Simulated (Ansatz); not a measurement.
A structure relaxed at PBE0-D4/def2-TZVP, charge 0, multiplicity 1:

```json
{"atom": "N1", "x (Å)": "-1.159", "y (Å)": "1.121", "z (Å)": "1.716"}
{"atom": "C2", "x (Å)": "0.183", "y (Å)": "0.617", "z (Å)": "1.622"}
{"atom": "C3", "x (Å)": "0.549", "y (Å)": "-0.053", "z (Å)": "0.329"}
{"atom": "F4", "x (Å)": "1.839", "y (Å)": "-0.478", "z (Å)": "0.381"}
{"atom": "N5", "x (Å)": "-0.176", "y (Å)": "-0.216", "z (Å)": "-0.661"}
{"atom": "Si6", "x (Å)": "0.125", "y (Å)": "-0.963", "z (Å)": "-2.196"}
{"atom": "H7", "x (Å)": "-1.821", "y (Å)": "0.368", "z (Å)": "1.570"}
{"atom": "H8", "x (Å)": "-1.330", "y (Å)": "1.785", "z (Å)": "0.971"}
{"atom": "H9", "x (Å)": "0.903", "y (Å)": "1.427", "z (Å)": "1.785"}
{"atom": "H10", "x (Å)": "0.375", "y (Å)": "-0.101", "z (Å)": "2.427"}
{"atom": "H11", "x (Å)": "1.497", "y (Å)": "-1.510", "z (Å)": "-2.366"}
{"atom": "H12", "x (Å)": "-0.124", "y (Å)": "0.066", "z (Å)": "-3.235"}
{"atom": "H13", "x (Å)": "-0.861", "y (Å)": "-2.062", "z (Å)": "-2.344"}
```

(1) Give its formula and SMILES.

(2) Point group (tolerance 0.08 Å, 0.16 Å for H)?

(3) Summarise the bond lengths by kind.

## Answers

(1) C2H7FN2Si, `NC/C(F)=N/[SiH3]`.

(2) Cs.

(3) 2 × C–N 1.237 to 1.437 Å; 2 × H–N 1.013 Å; 1 × C–C 1.502 Å; 2 × C–H 1.096 Å; 1 × C–F 1.360 Å; 1 × N–Si 1.734 Å; 3 × H–Si 1.484 to 1.487 Å.

Computed with Ansatz.
